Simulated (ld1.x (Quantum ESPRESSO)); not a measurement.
## LDA (PZ) ultrasoft dataset for Sb (Z = 51), scalar-relativistic all-electron reference.

ld1.x (Quantum ESPRESSO) 7.5 input, shortened:

```
&input
   title='Sb', zed=51., rel=1, dft='PZ', iswitch=3,
   config='[Kr] 4d10 5s2 5p3'
 /
 &inputp
   pseudotype=3, tm=.true., lloc=-1, rcloc=1.55,
   nlcc=.true., new_core_ps=.true.
 /
4
5S  1  0   2.00   0.00  1.45  1.75  0.0
5S  1  0   0.00   0.35  1.45  1.75  0.0
5P  2  1   3.00   0.00  1.50  1.95  0.0
5P  2  1   0.00   1.35  1.50  1.95  0.0
 &test
   configts(1)='5s2 5p3'
 /
```

All-electron outer shells of the reference configuration (LDA (PZ), scalar-relativistic, ld1.x):

| shell | level (eV) | outermost node (bohr) | outermost maximum (bohr) |
| --- | --- | --- | --- |
| 4p | -101.60 | 0.39 | 0.76 |
| 4d | -33.55 | 0.38 | 0.84 |
| 5s | -13.09 | 0.95 | 1.88 |
| 5p | -5.00 | 1.04 | 2.32 |

What the tests gave:

```json
{"Cutoffs needed": "12 Ry and 25 Ry (the cutoffs (Ry, on a coarse ladder) from which the occupation-weighted sum of valence levels, in a spherical-Bessel basis at the reference potential, stays within 10 and 1 mRy of its value at 400 Ry)", "Ghost test": "ghost states, extra bound levels that the all-electron valence spectrum of the same l lacks: s at -59.0 eV, d at -6.2 eV; a true bound ghost makes a file unfit for plane-wave use (spherical-Bessel basis up to 400 Ry, 20 bohr box)", "Largest excitation error": "-654 meV (all-electron minus pseudo) for 5s1 5p0, out of 7 test configurations", "Lowest eigenvalue of the overlap operator": "0.61 (s channel)"}
```

Generation and tests took about 2.9 s on one core of a shared server CPU.
